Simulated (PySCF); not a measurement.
Working out the ionisation energy of Rh

Rh [Kr] 4d8 5s1 (4F) → Rh⁺ [Kr] 4d8 (3F). All numbers are calculated (PySCF 2.14, a scalar-relativistic core potential, in cc-pVDZ-PP with ECP28MDF (4s4p3d1f, 38 functions)). Frozen: 4s2 4p6. Energies in hartree (1 hartree = 27.21139 eV):

```
             part   Rh (lower)  Rh⁺ (upper)
              UHF  -109.386761  -109.154712
MP2 opposite-spin    -0.110965    -0.098552
    MP2 same-spin    -0.072270    -0.059215
```

Question: What does Hartree-Fock give?

Answer: (-109.154712) − (-109.386761) = 0.232049 hartree = 6.314 eV.

Question: What do MP2 and SCS-MP2 (6/5 opposite-spin, 1/3 same-spin) give?

Answer: The opposite-spin parts differ by 0.338 eV and the same-spin parts by 0.355 eV. MP2: 6.314 + (0.338) + (0.355) = 7.007 eV. SCS-MP2: 6.314 + 1.2 × (0.338) + (0.355)/3 = 6.838 eV.

Measured between the centres of the two terms (NIST): 7.479 eV, so MP2 (valence) is off by -0.472 eV.

A double-zeta basis recovers only part of the correlation energy.

What remains against the reference includes basis incompleteness, the frozen core and correlation beyond second order.
